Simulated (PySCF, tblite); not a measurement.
Compound: C₆H₅NO₂.
Bonds: O1–C2 (double), C2–O3, O3–C4, C4–C5 (aromatic), C5–C6 (aromatic), C6–C7 (aromatic), C7–C8 (aromatic), C8–N9 (aromatic), C4–N9 (aromatic). Hydrogens: H10 on C2; H11 on C5; H12 on C6; H13 on C7; H14 on C8.

Computed with GFN2-xTB (tblite), gas phase: Langevin dynamics at 600 K from the optimised GFN2-xTB geometry, time step 0.5 fs, friction 0.01 fs⁻¹, 2000 steps. Over the second half of the run the saved frames average 616 K.

Frame at 250 fs, instantaneous temperature 646 K:
```
atom  x, y, z in Å
O1      2.777    0.186   -0.620
C2      2.603   -0.860    0.053
O3      1.477   -1.420    0.508
C4      0.280   -0.831    0.326
C5     -0.062    0.439   -0.193
C6     -1.419    0.787   -0.271
C7     -2.347   -0.164    0.050
C8     -1.915   -1.466    0.449
N9     -0.635   -1.753    0.587
H10     3.492   -1.470    0.240
H11     0.548    1.355   -0.329
H12    -1.682    1.797   -0.600
H13    -3.388   -0.082   -0.226
H14    -2.641   -2.185    0.794
```

Frame at 425 fs, instantaneous temperature 752 K:
```
atom  x, y, z in Å
O1      2.498   -0.673   -1.425
C2      2.712   -1.043   -0.325
O3      1.734   -1.392    0.502
C4      0.433   -0.941    0.350
C5      0.193    0.407    0.073
C6     -1.148    0.837    0.353
C7     -2.123   -0.048    0.714
C8     -1.762   -1.385    1.021
N9     -0.481   -1.768    0.831
H10     3.723   -1.332    0.114
H11     0.916    1.084   -0.262
H12    -1.456    1.904    0.270
H13    -3.134    0.132    1.026
H14    -2.515   -2.025    1.533
```

Frame at 625 fs, instantaneous temperature 529 K:
```
atom  x, y, z in Å
O1      2.068   -0.786   -1.272
C2      2.633   -0.837   -0.221
O3      2.104   -0.804    0.914
C4      0.732   -0.650    1.025
C5      0.421    0.613    0.565
C6     -0.939    0.972    0.562
C7     -1.878   -0.075    0.810
C8     -1.334   -1.395    1.002
N9     -0.079   -1.695    1.059
H10     3.731   -0.796   -0.123
H11     1.270    1.254    0.422
H12    -1.273    1.948    0.377
H13    -2.872    0.202    0.842
H14    -1.883   -2.338    1.018
```

Frame at 800 fs, instantaneous temperature 556 K:
```
atom  x, y, z in Å
O1      2.280   -1.628   -1.013
C2      2.923   -1.183   -0.060
O3      2.288   -0.262    0.662
C4      0.995   -0.200    1.053
C5      0.310    1.006    1.141
C6     -1.043    0.957    1.047
C7     -1.698   -0.254    1.343
C8     -0.927   -1.420    1.161
N9      0.412   -1.440    1.160
H10     3.943   -1.262    0.356
H11     0.925    1.909    0.725
H12    -1.631    1.934    1.016
H13    -2.735   -0.255    1.284
H14    -1.376   -2.371    1.266
```

Frame at 1000 fs, instantaneous temperature 575 K:
```
atom  x, y, z in Å
O1      2.496   -1.421   -0.901
C2      2.873   -0.605   -0.150
O3      2.360   -0.356    1.073
C4      0.917   -0.452    1.102
C5      0.025    0.233    0.342
C6     -1.342    0.195    0.658
C7     -1.715   -0.554    1.825
C8     -0.733   -1.177    2.522
N9      0.542   -1.193    2.208
H10     3.864   -0.192    0.055
H11     0.272    0.818   -0.516
H12    -2.004    0.570   -0.062
H13    -2.697   -0.176    2.284
H14    -0.802   -1.804    3.387
```

Q: What do single points at PBE0/pcSseg-1 (PySCF, gas phase) give on these frames?

A: 
| t (fs) | GFN2-xTB E above start (eV) | DFT E above lowest frame (eV) | HOMO (eV) | LUMO (eV) | dipole (D) |
| --- | --- | --- | --- | --- | --- |
| 250 | 0.66 | 0.06 | -7.56 | -1.34 | 1.97 |
| 425 | 0.63 | 0.00 | -7.60 | -1.27 | 2.75 |
| 625 | 0.96 | 0.53 | -7.74 | -1.36 | 3.04 |
| 800 | 1.39 | 0.86 | -7.19 | -1.39 | 2.52 |
| 1000 | 1.30 | 0.85 | -7.80 | -1.58 | 3.36 |

Both levels order the frames alike by energy; measured from each level's lowest frame they differ by 0.20 eV at most. The HOMO–LUMO gap runs from 5.80 to 6.38 eV. These are instantaneous structures, not minima.

Q: And the isotropic GIAO shieldings (ppm) from the same runs?

A: 
```tsv
atom	250 fs	425 fs	625 fs	800 fs	1000 fs	mean	range
O1	-213.4	-122.7	-98.8	-213.3	-131.9	-156.0	114.6
C2	5.8	25.5	25.0	16.1	22.2	18.9	19.7
O3	53.5	45.1	71.6	39.7	17.9	45.6	53.7
C4	27.3	20.9	22.6	2.9	6.2	16.0	24.4
C5	65.3	63.5	50.6	70.2	66.9	63.3	19.6
C6	37.3	40.7	34.7	31.2	29.9	34.8	10.8
C7	56.0	53.3	53.0	61.3	63.6	57.4	10.6
C8	26.0	17.7	31.1	21.1	31.2	25.4	13.5
N9	-76.1	-82.7	-66.5	-80.9	-106.4	-82.5	39.9
H10	22.6	22.7	23.4	23.0	23.4	23.0	0.8
H11	23.1	24.5	24.4	23.7	24.8	24.1	1.7
H12	23.2	23.3	23.7	22.9	23.6	23.3	0.8
H13	24.5	24.2	24.3	25.1	23.4	24.3	1.7
H14	22.7	21.9	22.5	23.2	22.4	22.5	1.3
```

The cost below is that of the whole dynamics run. On one thread, Arm Neoverse V1 (aarch64), shared host, this took 12 s of wall time and 0.18 GiB of memory at its peak.
